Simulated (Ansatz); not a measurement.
Relaxation of C$_{2}$H$_{7}$ClGe (11 atoms, charge 0, multiplicity 1), to a largest force component of 0.015 eV/Å in at most 40 steps.

Method: RKS PBE/def2-mTZVP (Ansatz 0.2.0).

```xyz
11
Properties=species:S:1:pos:R:3
C -0.585 1.212 0.173
C 0.540 0.386 -0.265
Cl 1.937 0.757 0.724
Ge 0.171 -1.488 -0.076
H -1.517 1.028 -0.489
H -0.374 2.345 0.040
H -0.864 1.068 1.229
H 0.828 0.609 -1.335
H 1.308 -2.345 -0.477
H -1.130 -1.828 -0.934
H -0.247 -1.800 1.431
```

Where does it end, and by what steps?

It converged. After 6 steps the energy has fallen by 0.380 eV; C1 moved furthest, 0.10 Å.

```json
{"step": "0", "energy less start (eV)": "0.0000", "largest force component (eV/Å)": "2.533", "accepted": "yes"}
{"step": "1", "energy less start (eV)": "-0.3194", "largest force component (eV/Å)": "1.148", "accepted": "yes"}
{"step": "2", "energy less start (eV)": "-0.3725", "largest force component (eV/Å)": "0.301", "accepted": "yes"}
{"step": "3", "energy less start (eV)": "-0.3786", "largest force component (eV/Å)": "0.141", "accepted": "yes"}
{"step": "4", "energy less start (eV)": "-0.3796", "largest force component (eV/Å)": "0.022", "accepted": "yes"}
{"step": "5", "energy less start (eV)": "-0.3795", "largest force component (eV/Å)": "0.047", "accepted": "no"}
{"step": "6", "energy less start (eV)": "-0.3797", "largest force component (eV/Å)": "0.012", "accepted": "yes"}
```

```xyz
11
Properties=species:S:1:pos:R:3
C -0.630 1.296 0.161
C 0.512 0.391 -0.261
Cl 2.016 0.768 0.732
Ge 0.122 -1.554 -0.061
H -1.514 1.099 -0.468
H -0.361 2.356 0.046
H -0.915 1.129 1.209
H 0.808 0.595 -1.299
H 1.346 -2.386 -0.508
H -1.102 -1.910 -0.951
H -0.216 -1.841 1.421
```

Whether the end is a true minimum wasn't checked by a vibrational analysis.

Run time: 21 s on 2 threads of Arm Neoverse V1 (shared host), peak memory 0.16 GiB.
